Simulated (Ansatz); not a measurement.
A nudged elastic band was laid between two geometries of BrH3OSi + H3P (10 atoms, charge 0, multiplicity 1).

All numbers below come from Ansatz, RKS PBE0/def2-SVP.

| Item | Value |
| --- | --- |
| movable images | 7 |
| climbing image | yes |
| spring | 5.0 eV/Å² |
| optimiser | quadratic models (default) |
| start path | through a guess of the saddle point |
| force threshold | 0.5 eV/Å |
| iteration limit | 60 |
| end points | relaxed |

First end point:

```xyz
10
Properties=species:S:1:pos:R:3
Si -1.257 -0.756 1.081
Br -0.410 -2.107 -0.490
H -2.193 -1.613 1.861
H -1.935 0.379 0.420
O -0.061 -0.125 2.033
H 2.031 0.671 -1.037
P 0.855 1.283 -1.566
H 0.454 -0.741 2.563
H 1.568 2.421 -2.058
H 0.949 0.586 -2.808
```

Last end point:

```xyz
10
Properties=species:S:1:pos:R:3
Si -1.035 0.267 0.473
Br 2.215 -2.223 0.317
H -1.933 -0.843 0.025
H -1.842 1.470 0.806
O -0.149 -0.099 1.823
H 1.804 -1.216 -0.641
P 0.380 0.616 -1.277
H 0.488 -0.822 1.742
H 0.691 1.979 -1.006
H -0.618 0.873 -2.262
```

(1) What changes between the two ends?

(2) What energy profile does the band end with?

(3) What is the geometry of the highest image?

Answers

(1) Bonds broken: Si1–Br2, H6–P7. Bonds formed: Si1–P7, Br2–H6. BrH3OSi + H3P becomes BrH + H5OPSi.

(2) It converged. The highest image is number 5 of 0 to 8, 1.07 eV above the first end and 0.45 eV above the last; the last end lies 0.62 eV above the first. The threshold of 0.5 eV/Å is loose, so the images may lie well off the minimum-energy path. The order of the stationary point at the top wasn't checked. The orbitals stay closed-shell, which can raise the energy where a bond breaks towards radicals; this wasn't checked here.

```
image  path coordinate (Å)  energy (eV)  Si1–Br2 (Å)  H6–P7 (Å)  Si1–P7 (Å)
    0                 0.00         0.00         2.24       1.43        3.95
    1                 0.95         0.01         2.24       1.43        3.91
    2                 1.91         0.17         2.25       1.42        3.44
    3                 2.86         0.79         2.32       1.41        2.93
    4                 3.81         0.97         2.54       1.41        2.43
    5                 4.75         1.07         3.02       1.40        2.31
    6                 5.63         0.97         3.37       1.81        2.31
    7                 6.52         0.66         3.81       2.30        2.29
    8                 7.41         0.62         4.10       2.41        2.28
```

(3) 
```xyz
10
Properties=species:S:1:pos:R:3:forces:R:3
Si -0.958 0.052 0.638 0.20 -0.12 0.23
Br 1.014 -2.145 0.004 -0.08 -0.31 -0.06
H -1.829 -1.008 0.099 -0.15 0.01 -0.08
H -1.694 1.337 0.820 -0.05 -0.02 0.00
O -0.093 -0.135 2.017 -0.22 0.47 0.26
H 1.747 0.024 -0.834 0.25 0.28 0.03
P 0.494 0.618 -1.062 0.17 -0.04 0.03
H 0.526 -0.881 1.945 0.07 -0.30 -0.15
H 0.668 2.013 -1.304 -0.11 0.05 -0.12
H 0.124 0.125 -2.324 -0.09 -0.04 -0.14
```

The run took 2.5 min on 2 threads of Arm Neoverse V2, with other jobs on the host, peak memory 0.29 GiB.
